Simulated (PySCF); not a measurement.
PySCF was given this input:
```python
from pyscf import gto, scf, dft

mol = gto.M(
    atom='''
O     0.716554    1.189827   -0.842970
Si   -0.000000   -0.000000    0.000000
O    -1.028142    0.716783    1.033867
O    -0.687388   -0.991725   -1.087987
O     0.998976   -0.914885    0.897089
H     1.010098    1.964883   -0.373784
H    -1.399381    0.195350    1.739066
H    -1.158788   -0.605338   -1.819767
H     1.548071   -1.554894    0.454486
''',
    basis='sto-3g',
    charge=0,
    spin=0,
    verbose=5,
)

mf = dft.RKS(mol)
mf.xc = 'lda,vwn'
mf.kernel()
```

Question: What is the computed HOMO energy (SVWN5/STO-3G run with PySCF)?

Answer: -1.91 eV

Question: Give the HOMO-LUMO gap at the level SVWN5/STO-3G.

Answer: 7.85 eV

Question: Predict the nuclear repulsion energy from SVWN5/STO-3G.

Answer: 270.7934 Eh

Question: Predict the total energy from SVWN5/STO-3G.

Answer: -581.8515 Eh

Question: What Mulliken (on the basis functions themselves) charges in atom order does SVWN5/STO-3G give?

Answer: O1 -0.45, Si2 0.98, O3 -0.45, O4 -0.45, O5 -0.45, H6 0.21, H7 0.21, H8 0.21, H9 0.21

Question: Estimate the number of basis functions that SVWN5/STO-3G returns for this input.

Answer: 33
